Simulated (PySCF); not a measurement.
Te(Br)(SeH) (BrHSeTe), SMILES [SeH][Te]Br.

Coordinates come from a PBE0-D3(BJ)/def2-SVP optimisation. The structure was generated by enumeration, and PubChem lists no compound with its InChIKey, so it may never have been made. The def2 effective core potentials stand for the cores of Te; spin–orbit coupling is left out. One conformer was computed; it need not be the lowest.

All values below come from PBE/def2-TZVPD (PySCF).

Gas-phase values at a fixed geometry.

| Property | Result |
|---|---|
| total energy | -5243.63778 hartree |
| highest occupied level | -5.57 eV |
| lowest empty level | -3.51 eV |
| orbital gap | 2.06 eV |
| dipole moment | 1.79 D |
| quadrupole, principal values (traceless, Buckingham form, about the centre of nuclear charge) | -3.36, -1.11, 4.47 D·Å |
| mean static polarisability | 100.1 bohr³ (14.83 Å³) |
| polarisability, principal values | 74.5, 91.1, 134.7 bohr³ |
